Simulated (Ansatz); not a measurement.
A structure relaxed at PBE0-D4/def2-SVPD in Ansatz, charge -1, doublet:

```tsv
atom	x (Å)	y (Å)	z (Å)
Zr1	1.757	0.091	0.803
Zr2	-0.766	-0.040	-0.350
S3	0.029	-1.313	1.712
S4	-2.830	-0.145	-1.292
S5	0.364	2.040	0.598
S6	1.447	-0.633	-1.469
```

Give its formula and point group.

the cluster Zr2S4⁻. Point group C3v (tolerance 0.1 Å).

Summarise the bond lengths by kind (pairs closer than 1.2 times the sum of covalent radii, bridged metal pairs left out).

7 × S–Zr 2.27 to 2.55 Å.

In the def2 sets Zr takes a core potential; there is no spin–orbit coupling. The relaxation made no stability test and no search for a lower SCF solution. No other spin state of charge -1 was run. The structure comes from a short search, and lower isomers may exist.
